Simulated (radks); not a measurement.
Question: Coherent X-ray form factor from a spherical all-electron density. Method: non-relativistic Kohn-Sham, LDA (Slater exchange, Perdew-Wang correlation), spin-polarised, spherical densities, point nucleus; computed with a radial shooting solver on a logarithmic mesh with Libxc functionals.

sin(theta)/lambda (1/angstrom)  f0 (electrons)
0.05                                    22.604
0.1                                     21.526
0.15                                    20.016
0.2                                     18.319
0.25                                    16.609
0.3                                     14.992
0.4                                     12.228
0.5                                     10.177
0.6                                      8.750
0.8                                      7.096
1                                        6.131
1.25                                     5.122
1.5                                      4.171
2                                        2.689

The species is in the configuration that NIST lists as its ground one. Which atom or ion scatters so?

Answer: The chromium ion Cr+, [Ar] 3d5. Extrapolating in s^2 from the first two rows gives f0(0) = 23.0, near the electron count 23; among species with that count, the fall with angle is slower the higher Z, and the table is that of Z = 24; from so few rows the species is fixed only to a neighbour or two.
